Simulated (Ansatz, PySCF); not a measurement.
Reaction (SMILES): CC/C=C(\C)CC [(E)-3-methylhex-3-ene] + 7 [H][H] (H2) → 7 C (CH4)
Structures are relaxed separately at B3LYP-D3(BJ)/def2-TZVP in Ansatz (a program for electronic structure), one conformer each, not searched for the lowest. Frequencies are from Ansatz or PySCF.

Wanted: energy of full hydrogenation (enthalpy at 298 K, with B3LYP-D3(BJ) rigid-rotor harmonic-oscillator terms), in kcal/mol. Correlated levels leave the core frozen unless marked. Spin-orbit coupling is left out. Non-relativistic. CBS marks a two-point X^-3 extrapolation of the correlation energy; Hartree-Fock from the larger set. The bracket is a focal-point correction in the basis named.

| level | program | energy of full hydrogenation (kcal/mol) |
|---|---|---|
| PBE-D4/def2-TZVPD | Ansatz + dftd4 | -102.8 |
| B2GP-PLYP-D4/def2-TZVPD | Ansatz + dftd4 | -107.4 |
| RI-MP2/cc-pVQZ | Ansatz | -102.9 |
| SCS-MP2/STO-3G | Ansatz | -109.3 |
| CCSD(T)/cc-pwCVTZ | Ansatz | -107.5 |
| RI-MP2/CBS(aug-cc-pVTZ,aug-cc-pVQZ)+[CCSD(T)-MP2]/aug-cc-pVDZ | Ansatz | -105.6 |
| RI-MP2/CBS(aug-cc-pVTZ,aug-cc-pVQZ)+[CCSD(T)-MP2]/aug-cc-pVTZ | Ansatz | -105.9 |
